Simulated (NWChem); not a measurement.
A series in which one site is exchanged, each optimised at PBE0/def2-SVP with NWChem, gas phase unless a solvent is named. All stand in one matching conformer (torsions within 35°), which need not be the lowest. 

A: OBO (H₃BO₂; site = B)
B: [OH][GaH][OH] (GaH3O2; site = Ga)
C: [OH][AlH][OH] (AlH3O2; site = Al)

### Question
Rank them by static polarisability, CAM-B3LYP/def2-SVPD (bohr³), lowest first.

### Answer
A (24.8), C (34.1), B (36.3)
